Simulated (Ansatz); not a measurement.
The first iterations of a band of AlBFH3O2 (8 atoms, charge 0, multiplicity 1).

Theory: Ansatz 0.2.0, RKS PBE-D4/def2-SVP.

```
movable images  : 6
climbing image  : no
spring          : 5.0 eV/Å²
optimiser       : quadratic models (default)
start path      : IDPP
force threshold : 0.05 eV/Å
iteration limit : 60
end points      : relaxed
```

First end point:

```xyz
8
Properties=species:S:1:pos:R:3
B -0.242 1.948 0.040
O -0.064 0.627 -0.135
Al 0.148 -1.044 -0.339
O 0.272 -2.024 1.044
F 0.228 -1.655 -1.889
H -1.380 2.395 0.116
H 0.736 2.679 0.118
H 0.394 -2.984 0.988
```

Last end point:

```xyz
8
Properties=species:S:1:pos:R:3
B -0.233 1.825 0.148
O -0.058 0.521 -0.132
Al 0.158 -1.113 -0.559
O 0.329 -2.366 0.574
F 0.205 -1.503 -2.175
H -1.368 2.264 0.272
H 0.748 2.546 0.282
H 0.312 -2.230 1.533
```

| iteration | highest image above the first end (eV) | largest band force component (eV/Å) |
| --- | --- | --- |
| 1 | 0.172 | 0.809 |
| 2 | 0.146 | 0.449 |
| 3 | 0.134 | 0.525 |

Task: Does the band converge within its limit, and where does its top end?

Result: The forces met the threshold. It ended after 11 iterations with the highest image 0.125 eV above the first end. No image climbed, so the highest image needn't sit at the top of the path.

The run took 2.7 min on 1 thread of Arm Neoverse V1, with other jobs on the host, peak memory 0.12 GiB.
